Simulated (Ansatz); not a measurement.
## B3N3H6 (borazine): the electronic atomisation energy, rung by rung

The species is B3N3H6 (12 atoms), meant as a singlet with charge 0. SMILES: `B1NBNBN1`. The coordinates come from a PBE0-D4/def2-TZVP relaxation. This is one conformer, not always the lowest.

Quantity: the electronic atomisation energy, in eV. The values are calculated. Electronic energies at fixed atoms, without zero-point motion or spin-orbit coupling.

```json
{"level": "BLYP/def2-SVP", "kind": "GGA", "program": "Ansatz", "value (eV)": "53.66", "less CCSD(T)/def2-SVP": "+3.18"}
{"level": "r2SCAN/def2-SVP", "kind": "meta-GGA", "program": "Ansatz", "value (eV)": "53.90", "less CCSD(T)/def2-SVP": "+3.42"}
{"level": "BHLYP/def2-SVP", "kind": "global hybrid", "program": "Ansatz", "value (eV)": "52.56", "less CCSD(T)/def2-SVP": "+2.08"}
{"level": "PBE0/def2-SVP", "kind": "global hybrid", "program": "Ansatz", "value (eV)": "54.11", "less CCSD(T)/def2-SVP": "+3.63"}
{"level": "r2SCAN0/def2-SVP", "kind": "hybrid meta-GGA", "program": "Ansatz", "value (eV)": "53.18", "less CCSD(T)/def2-SVP": "+2.70"}
{"level": "wB97X/def2-SVP", "kind": "range-separated hybrid", "program": "Ansatz", "value (eV)": "53.74", "less CCSD(T)/def2-SVP": "+3.26"}
{"level": "RPA@PBE/def2-SVP", "kind": "RPA", "program": "Ansatz", "value (eV)": "49.15", "less CCSD(T)/def2-SVP": "-1.33"}
{"level": "CCSD(T)/def2-SVP", "kind": "coupled cluster or CI", "program": "Ansatz", "value (eV)": "50.48", "less CCSD(T)/def2-SVP": "0.00"}
```

CCSD(T)/def2-SVP is the highest level here, not the true value. Correlated wave functions underbind in double-zeta sets. The values span 49.15 to 54.11 eV.
